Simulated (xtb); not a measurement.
C₃H₇O₂ (SMILES C[C](O)CO), doublet, at a GFN2-xTB geometry, atoms displaced at random by about 0.02 Å a coordinate. Base run: GFN2-xTB run with xtb.

xtb was given this input:
```
$ xtb mol.xyz --gfn 2 --uhf 1 --opt --json

# file mol.xyz
12

C      1.40470393    -0.77050937     0.54230962
C      0.51672947     0.04837723    -0.24974665
O      0.85663236     1.40431777    -0.20500818
C     -0.84400501    -0.31396702    -0.65892471
O     -1.77059174    -0.44088707     0.40634968
H      0.85947496    -1.26049393     1.40958913
H      1.69912717    -1.66532621    -0.07311252
H      2.30168062    -0.28668331     0.91836679
H      0.23887151     1.95416370    -0.74255088
H     -0.84934970    -1.30203570    -1.13708848
H     -1.24582929     0.44288637    -1.36438217
H     -1.71665849     0.32469905     1.01455348
```

Variants of this job, named by their change:

```json
[
 {"change": "base", "ΔE vs base (µEh)": "0.0", "optimiser steps": "6"},
 {"change": "opt level = vtight", "ΔE vs base (µEh)": "-1.7", "optimiser steps": "11"},
 {"change": "alpb = hexane", "ΔE vs base (µEh)": "-7613", "optimiser steps": "6"},
 {"change": "opt level = tight", "ΔE vs base (µEh)": "-0.6", "optimiser steps": "7"},
 {"change": "opt level = lax", "ΔE vs base (µEh)": "6.0", "optimiser steps": "4"},
 {"change": "opt level = extreme", "ΔE vs base (µEh)": "-1.9", "optimiser steps": "14"},
 {"change": "opt level = sloppy", "ΔE vs base (µEh)": "6.0", "optimiser steps": "4"},
 {"change": "engine = lbfgs", "ΔE vs base (µEh)": "0.3", "optimiser steps": "-"},
 {"change": "alpb = toluene", "ΔE vs base (µEh)": "-7811", "optimiser steps": "6"},
 {"change": "opt level = loose", "ΔE vs base (µEh)": "6.0", "optimiser steps": "4"}
]
```
